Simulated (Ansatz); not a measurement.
Kohn–Sham single points on C2H8BGa, SMILES `B[CH2][GaH][CH3]`.

```yaml
crystal:
  periodic: [false, false, false]
  atoms:
    - {symbol: B, position_ang: [-0.620500, 1.619524, -0.665559]}
    - {symbol: C, position_ang: [-1.203499, 0.840315, 0.485538]}
    - {symbol: Ga, position_ang: [0.371719, -0.355132, 0.920520]}
    - {symbol: C, position_ang: [1.050175, -1.620321, -0.415783]}
    - {symbol: H, position_ang: [-0.623188, 1.165337, -1.777203]}
    - {symbol: H, position_ang: [-0.051665, 2.661442, -0.479817]}
    - {symbol: H, position_ang: [-1.428436, 1.355842, 1.418354]}
    - {symbol: H, position_ang: [-1.947600, 0.074875, 0.236623]}
    - {symbol: H, position_ang: [0.939907, -0.244841, 2.382384]}
    - {symbol: H, position_ang: [1.844142, -1.129632, -0.988714]}
    - {symbol: H, position_ang: [0.270820, -1.907528, -1.123580]}
    - {symbol: H, position_ang: [1.474924, -2.515079, 0.041438]}
basis:
  gaussian: {orbitals: def2-TZVPP}
hamiltonian: {xc: {name: wB97X-V}}
output: {orbitals: {seedname: orbitals}}
```

```sh
$ ansatz run in.yaml --threads 4 --pin off --events-out ev --progress --plain --max-ram 10444MiB
```

It prints (some lines left out):

```
Functional definition: wB97X-V
1404 factors; their error is unknown
372 factors; integrals over basis functions are off by at most 1.1e-5 eV
mean field evaluation 1: about -55247.6444 eV, gradient 5.5e1 eV
mean field evaluation 2: about -55250.0071 eV, gradient 4.7e1 eV
mean field evaluation 4: about -55253.8007 eV, gradient 2.1e0 eV
mean field evaluation 8: about -55253.8188 eV, gradient 1.1e-1 eV
mean field evaluation 16: about -55253.9260 eV, gradient 1.8e-4 eV
mean field -55253.92603052 eV, -2030.5443291655 hartree, gradient 1.4e-5 eV, S^2 0.000000; 0 other end points of the search recorded, 0 dependent functions left out
reference -55253.92602810 eV, -2030.5443290766 hartree; 28, 28 occupied and 225, 225 virtual orbitals, 1404 factors
Total energy: -55253.92602810 eV, -2030.5443290766 hartree
```

Hardware: 4 threads of an Arm Neoverse V1 on a shared host. Wall time 8 s, peak host memory 0.8 GiB.

Changing it to `hamiltonian: {xc: {name: B2PLYP}}` (abridged; 5.5 s):

```
Functional definition: B2PLYP
mean field evaluation 16: about -55240.3402 eV, gradient 1.5e-4 eV
mean field -55240.34018929 eV, -2030.0450587089 hartree, gradient 5.1e-6 eV, S^2 0.000000
12 core orbitals not correlated: weight in the atoms' cores, before any rotation towards them, 1.000 or more for the frozen orbitals, at most 0.000 for the correlated occupied ones
second order -23.13957817 eV of doubles, -0.00000000 eV of singles
Total energy: -55246.58806775 eV, -2030.2746640075 hartree
```

The same input with `hamiltonian: {xc: r2scan, dispersion: d4}` and forces (abridged; 4.8 s):

```
Functional definition: r2SCAN
mean field evaluation 16: about -55257.2513 eV, gradient 4.8e-4 eV
mean field -55257.25125569 eV, -2030.6665289365 hartree, gradient 1.4e-5 eV, S^2 0.000000
Total energy: -55257.30637503 eV, -2030.6685545348 hartree
Atom 0 force     0.036400     0.029828    -0.055450 eV/Å
Atom 1 force     0.008392    -0.003250     0.033062 eV/Å
Atom 2 force     0.029763    -0.010742     0.065920 eV/Å
Atom 3 force    -0.030004     0.018191     0.031529 eV/Å
Atom 4 force     0.002152     0.009634     0.034682 eV/Å
Atom 5 force    -0.018665    -0.033243    -0.003823 eV/Å
Atom 6 force    -0.001606    -0.015779    -0.005752 eV/Å
Atom 7 force     0.008257    -0.009197     0.007987 eV/Å
Atom 8 force    -0.040995    -0.002946    -0.105755 eV/Å
Atom 9 force    -0.012265    -0.010786     0.005710 eV/Å
Atom 10 force     0.021212     0.008596     0.006315 eV/Å
Atom 11 force    -0.002642     0.019696    -0.014424 eV/Å
Dipole moment:     0.001124    -0.296584     0.124593 e Å
```

The same input with `hamiltonian: {xc: {name: B3LYP}, dispersion: d4}` and forces (abridged; 4.6 s):

```
Functional definition: B3LYP
mean field evaluation 16: about -55261.3095 eV, gradient 3.3e-4 eV
mean field -55261.30947440 eV, -2030.8156657232 hartree, gradient 3.3e-5 eV, S^2 0.000000
Total energy: -55261.67046947 eV, -2030.8289320476 hartree
Atom 0 force     0.023587     0.110740    -0.128998 eV/Å
Atom 1 force    -0.136714     0.056662     0.003101 eV/Å
Atom 2 force     0.087657    -0.023904     0.210309 eV/Å
Atom 3 force     0.078640    -0.144200    -0.151805 eV/Å
Atom 4 force     0.003922     0.057998     0.121899 eV/Å
Atom 5 force    -0.060256    -0.113042    -0.026914 eV/Å
Atom 6 force    -0.012066    -0.033397    -0.072380 eV/Å
Atom 7 force     0.023078     0.066878     0.027754 eV/Å
Atom 8 force     0.003063    -0.001098    -0.011049 eV/Å
Atom 9 force    -0.033384    -0.027090     0.023713 eV/Å
Atom 10 force     0.043694     0.009985     0.035785 eV/Å
Atom 11 force    -0.021221     0.040466    -0.031414 eV/Å
Dipole moment:     0.001428    -0.286579     0.121792 e Å
```

B3LYP takes the VWN-RPA correlation (the form of Gaussian; ORCA's B3LYP/G).
